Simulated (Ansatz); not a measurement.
Cost and result for the atomization energy of `C=C([SiH3])CF` (12 atoms, 11 bonds).

Z-matrix (Å, degrees):
```
Si
C 1 1.870
H 1 1.489 2 110.6
H 1 1.489 2 110.6 3 -118.9
H 1 1.484 2 108.6 3 120.5
C 2 1.493 1 118.1 3 59.5
C 2 1.331 1 120.2 3 -120.4
F 6 1.379 2 112.6 1 -180.0
H 6 1.097 2 110.5 1 -59.6
H 6 1.097 2 110.5 1 59.7
H 7 1.085 2 121.5 1 180.0
H 7 1.084 2 121.4 1 -0.0
```

Charge 0, multiplicity 1. All single points use the PBE0-D4/def2-TZVP geometry. It is one conformer, not always the lowest. Program: Ansatz. All runs use 4 threads of an Arm Neoverse V1 on a shared host. Times are those of one run each, without the atoms' runs, and a repeat can differ threefold. Electronic energies, without spin–orbit coupling; frozen cores. CCSD(T)/CBS adds CCSD(T) − MP2 in def2-TZVPP to the MP2 limit, and its time is that of the two runs behind it. T1 = 0.012. B3LYP takes the VWN-RPA correlation (the form of Gaussian; ORCA's B3LYP/G).

CCSD(T)/CBS is a level of theory with its own doubt, some kJ/mol a heavy atom from the limit and from the frozen cores, so smaller differences don't rank the functionals.

```
                             level  functions  wall time  atomization (kJ/mol)  difference from CCSD(T)/CBS  per bond
   PBE-D4/def2-TZVPP (with forces)        264      2.6 s                4583.6                         79.3       7.2
                PBE0-D4/def2-TZVPP        264        3 s                4514.7                         10.4       0.9
 B3LYP-D4/def2-TZVPP (with forces)        264      4.6 s                4508.3                          4.0       0.4
r2SCAN-D4/def2-TZVPP (with forces)        264        5 s                4514.0                          9.7       0.9
                 B2PLYP/def2-TZVPP        264        6 s                4460.1                        -44.2      -4.0
                ωB97X-V/def2-TZVPP        264        8 s                4517.4                         13.1       1.2
  ωB97M-V/def2-TZVPP (with forces)        264       11 s                4515.7                         11.4       1.0
                    MP2/def2-QZVPP        508       26 s                4514.9                         10.6       1.0
                CCSD(T)/def2-TZVPP        264    3.1 min                4398.5                       -105.8      -9.6
                 CCSD(T)/CBS(def2)          –    3.6 min                4504.3                          0.0       0.0
```

The D4 term adds +37.6 kJ/mol with B3LYP and +19.7 kJ/mol with PBE0; it sums over pairs of atoms, weighted by their polarisabilities, and B3LYP, whose exchange is more repulsive, gets the larger term. From PBE to PBE0 (25 % exact exchange), in def2-TZVPP and without D4, the atomization energy moves by −65.3 kJ/mol: exact exchange takes away binding that semilocal exchange gives to molecules. In def2-TZVPP, CCSD(T) changes the Hartree–Fock value by +1037.4 kJ/mol (the triples alone add +61.0 kJ/mol) and MP2 by +1091.2 kJ/mol; breaking electron pairs costs correlation energy, which Hartree–Fock lacks.
